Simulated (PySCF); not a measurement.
## Correlation energy of C²⁺ (carbon, charge +2)

[He] 2s2, closed-shell 1S. Calculation: PySCF 2.14, in aug-cc-pVDZ; the non-relativistic Hamiltonian (point nucleus). Frozen: 1s2; 2 electrons correlated.

With two correlated electrons CCSD is exact within the correlated space (frozen core and kept virtual orbitals).

| level | correlation energy (mhartree) |
| --- | --- |
| CCSD | -72.01 |

Diagnostics: T1 = 0.0085, D1 = 0.0120, largest double amplitude 0.157.

A double-excitation amplitude exceeds 0.15, a sign of near-degeneracy.

Cost of the coupled-cluster step: roughly 0.08 core-seconds, for 2 correlated electrons.
